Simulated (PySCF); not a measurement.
## TDDFT excited states: C6H5BrO

Species: 4-bromophenol, C6H5BrO.
Z-matrix (Å and degrees, PBE0-D3(BJ)/def2-SVP geometry), rows numbered from 1:
```
O 
C   1  1.3481
C   2  1.3993  1  117.90
C   3  1.3894  2  120.35  1  -179.89
C   4  1.3956  3  119.87  2    -0.15
Br  5  1.8879  4  119.82  3  -179.91
C   5  1.3923  4  120.29  3     0.13
C   7  1.3928  5  119.69  4    -0.03
H   1  0.9629  2  109.46  3  -179.54
H   3  1.0916  2  118.76  1     0.06
H   4  1.0915  3  120.14  2  -180.00
H   7  1.0913  5  120.18  4   179.94
H   8  1.0942  2  119.95  1    -0.00
```

Method: TDDFT wB97X-D/def2-SVPD, vertical, gas phase, core orbitals frozen in the response (PySCF). Relativistic effects, spin–orbit coupling among them, are left out although an element past zinc is present.

```csv
state,E (eV),E (kJ/mol),λ (nm),f,|μ| (D),symmetry,"main configurations (H = HOMO, L = LUMO)"
S1,4.96,478,250.0,0.027,1.21,A′,"H→L (84%), H-1→L+1 (14%)"
S2,5.57,537,222.6,0.0001,0.07,–,H→L+2 (78%)
S3,5.75,554,215.8,0.181,2.88,A′,"H→L+1 (84%), H-1→L (14%)"
S4,6.47,624,191.6,0.0008,0.19,–,H→L+3 (78%)
S5,6.77,653,183.3,0.013,0.72,A′,"H-2→L+2 (74%), H-2→L+3 (10%)"
S6,6.85,661,181.0,0.662,5.05,A′,"H-1→L (81%), H→L+1 (14%)"
```

The lowest singlet comes at 250 nm (478 kJ/mol) in the ultraviolet; it is weak; its leading configuration is HOMO→LUMO (84%). The strongest level in the table is S6 at 6.85 eV (181 nm, f = 0.662). It is the last of those listed, so stronger ones may follow. Löwdin shares by element: HOMO carbon 32% or more, bromine 22%, oxygen 14% (atoms not listed hold the other 32%); LUMO carbon 73% or more (atoms not listed hold the other 27%). Orbital energies (eV): HOMO-3 -10.57, HOMO-2 -10.19, HOMO-1 -9.60, HOMO -8.32, LUMO 0.99, LUMO+1 1.36, LUMO+2 1.59. The oscillator strengths of these states sum to 0.884; summed over the whole spectrum of an exact calculation they would give the number of electrons, 84 (Thomas–Reiche–Kuhn). Of the 6 states listed, 4 reach f = 0.01 and 1 stays under 0.0005. No computed singlet lies in the visible range (380 to 750 nm); the lowest, at 250 nm, stands 1.70 eV above its violet end (3.26 eV). Symmetry labels in Cs follow from the direction of the transition dipole and are given only for states with f of 0.002 or more. The window holds the lowest 6 singlets.

One conformer stands for the species.
